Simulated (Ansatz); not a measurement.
PBE exchange is replaced step by step with exact exchange (0 % is PBE, 25 % PBE0; no dispersion term), basis def2-SVP, Ansatz. System: Al2S3. The state is a singlet with charge 0. Geometry: PBE-D4/def2-SVP, each spin state at its own.

The relaxed triplet has other bonds than the singlet, so its gap is one between isomers. The relaxed quintet has other bonds than the singlet, so its gap is one between isomers.

Geometry of the singlet:

Cartesian coordinates in Å:
```
Al 1.483 -0.235 -0.644
Al -1.477 0.619 0.319
S 2.830 -1.674 -0.202
S 0.018 1.324 -1.119
S -2.853 -0.034 1.646
```

The structure comes from a short search, and lower isomers may exist.

| exact exchange (%) | HOMO (eV) | LUMO (eV) | gap (eV) | triplet − singlet (kJ/mol) | quintet − singlet (kJ/mol) |
| --- | --- | --- | --- | --- | --- |
| 10 | -6.74 | -3.64 | 3.10 | 127.0 | 250.9 |
| 40 | -8.09 | -2.85 | 5.24 | 147.4 | 243.6 |

Q: Estimate the row for 15 %.

A: 
```json
{"exact exchange (%)": "15", "HOMO (eV)": "-6.97", "LUMO (eV)": "-3.51", "gap (eV)": "3.45", "triplet − singlet (kJ/mol)": "131.0", "quintet − singlet (kJ/mol)": "249.8"}
```
